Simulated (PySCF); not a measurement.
How methods differ on the excitation energy of Sb

Sb [Kr] 4d10 5s2 5p3 (4S) → Sb [Kr] 4d10 5s2 5p2 6s1 (4P), as a difference of total energies. Computed with PySCF 2.14 in aug-cc-pVQZ-DK3, with the spin-free X2C one-electron Hamiltonian (Gaussian nucleus). Correlated levels: valence: [Kr] 4d10 frozen. The calculations carry no spin-orbit coupling.

```tsv
method	excitation energy (eV)
UHF	5.632
MP2 (valence)	5.833
SCS-MP2 (valence)	5.790
CCSD (valence)	5.786
CCSD(T) (valence)	5.796
```

Q: How much does correlation contribute at CCSD(T) (valence)?

A: 5.796 − (5.632) = 0.164 eV, measured against UHF.

Errors of the correlated levels include the incompleteness of this basis and the frozen core.

For comparison: 5.789 eV (measured; NIST levels, between the centres of gravity of the two terms).
